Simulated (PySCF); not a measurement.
An excited-state job on `C[O+]1[GaH2-][O+](C)[GaH2-]1`.

Method: TDDFT PBE0/def2-SVPD, vertical, gas phase, core orbitals frozen in the response (PySCF 2.14.0, density-fitted response routines). Geometry: GFN2-xTB. The input is one job of a driver script: a line of settings, then coordinates in Å.

Input:
```
{"job": {"kind": "uv", "xc": "PBE0", "basis": "def2-SVPD", "nstates": 8, "ntriplets": 3}, "charge": 0, "multiplicity": 1}
C      2.592235     0.696206    -0.112904
O      1.234455     0.280468     0.026315
Ga    -0.298083     1.228891     0.790239
O     -1.217904    -0.338613     0.065822
C     -2.613924    -0.621331    -0.017440
Ga     0.327065    -1.332239    -0.611960
H      2.632918     1.787678    -0.179781
H      3.016300     0.260912    -1.022869
H      3.179155     0.367234     0.749382
H     -0.631793     2.488801    -0.041028
H     -0.262950     1.186983     2.332690
H     -2.938657    -1.187709     0.860002
H     -2.815044    -1.208290    -0.918609
H     -3.172851     0.318239    -0.064615
H      0.318535    -1.373457    -2.155844
H      0.642944    -2.544829     0.289188
```

Q: Give the output.

A: 
```
coarse grid: 60272 points
cycle   1  E = -4080.8599098772  dE = -6.731e-01  |g| = 1.021e+00  |ddm| = 5.761e+00
cycle   2  E = -4080.5395357680  dE =  3.204e-01  |g| = 1.677e+00  |ddm| = 4.043e+00
cycle   3  E = -4081.0155848859  dE = -4.760e-01  |g| = 1.749e-01  |ddm| = 2.292e+00
cycle   4  E = -4081.0204268647  dE = -4.842e-03  |g| = 5.606e-02  |ddm| = 3.302e-01
cycle   5  E = -4081.0208054724  dE = -3.786e-04  |g| = 4.974e-03  |ddm| = 1.102e-01
cycle   6  E = -4081.0208106597  dE = -5.187e-06  |g| = 1.133e-03  |ddm| = 1.182e-02
final grid: 125136 points
cycle   7  E = -4081.0208018501  dE = -3.974e-08  |g| = 1.178e-03  |ddm| = 1.078e-02
cycle   8  E = -4081.0208017776  dE =  7.244e-08  |g| = 1.304e-03  |ddm| = 3.397e-03
cycle   9  E = -4081.0208021779  dE = -4.003e-07  |g| = 1.081e-04  |ddm| = 1.797e-03
cycle  10  E = -4081.0208021799  dE = -1.968e-09  |g| = 1.514e-05  |ddm| = 1.144e-04
cycle  11  E = -4081.0208021799  dE = -3.820e-11  |g| = 6.083e-06  |ddm| = 3.122e-05
converged SCF energy = -4081.0208021799

Static polarisability (au): isotropic 90.470, principal 83.576 91.514 96.320

Singlet excitations
state   eV       nm        f      main configurations
  1   5.7598    215.3   0.00003   H->L 0.97
  2   6.4809    191.3   0.00000   H-1->L 0.77, H->L+2 0.22
  3   6.6234    187.2   0.00339   H-2->L 0.88
  4   6.8634    180.6   0.04459   H->L+1 0.50, H->L+3 0.47
  5   6.9200    179.2   0.10393   H->L+1 0.46, H->L+3 0.44, H-2->L 0.09
  6   7.0523    175.8   0.00000   H->L+2 0.57, H-3->L 0.26, H-1->L 0.16
  7   7.0757    175.2   0.00000   H-3->L 0.72, H->L+2 0.20
  8   7.3720    168.2   0.00009   H->L+4 0.76, H-1->L+1 0.18

Triplet excitations (Tamm-Dancoff, eV): 5.5032 6.0540 6.3774
```

The SCF starts on a coarse grid where the log names one; the energy can jump when the final grid takes over, and dE then counts from the start density on the new grid. H and L stand for HOMO and LUMO; the number after each pair is its weight.

Q: Which computed singlet has the largest oscillator strength, and what do all of them sum to?

A: State 5 at 6.92 eV (179 nm), f = 0.104; the 8 states sum to 0.152.

Q: Give the mean polarisability as a volume in Å³, and the ratio of the largest to the smallest principal value.

A: 90.470 au × 0.148185 = 13.41 Å³; 96.320/83.576 = 1.15.

Summary of the converged run: HOMO -7.46 eV, LUMO -0.49 eV; lowest singlet 5.76 eV; lowest triplet 5.50 eV (Tamm–Dancoff); mean polarisability 90.5 au.

 Relativistic effects, spin–orbit coupling among them, are left out although an element past zinc is present.

Q: How long does this job take on Arm Neoverse V1, one thread, no GPU, shared host?

A: About 55 s.
Labels such as C1 count atoms from 1, the log's own numbers from 0.
